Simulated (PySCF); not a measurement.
TaBr4, SMILES [Br][Ta]([Br])([Br])[Br] (connectivity only; charge and spin as stated), neutral, multiplicity 2. Atoms are numbered in the order given.

```xyz
5

Ta     0.0000     0.0000     0.0000
Br     1.5159    -1.5159     1.1676
Br    -1.5159     1.5159     1.1676
Br     1.5159     1.5159    -1.1676
Br    -1.5159    -1.5159    -1.1676
```
Charge 0, spin multiplicity 2.

Geometry optimised at r2SCAN-D4/def2-SVP. The spin state was assumed, not searched. The def2 effective core potentials stand for the cores of Ta; spin–orbit coupling is left out.

Computed with PBE/def2-TZVP (PySCF).

Isolated molecule, no solvent.

Computed frontier levels, dipole moment and polarisability:
- α spin, highest occupied and lowest empty level: -4.49 and -4.12 eV
- β spin, highest occupied and lowest empty level: -7.59 and -3.83 eV
- dipole moment: 0.00 D
- quadrupole, principal values (traceless, Buckingham form, about the centre of nuclear charge): -0.17, 0.09, 0.09 D·Å
- mean static polarisability: 133.2 bohr³ (19.74 Å³)
- polarisability, principal values: 121.3, 139.1, 139.1 bohr³
- ⟨S²⟩: 0.754 (pure state 0.75)
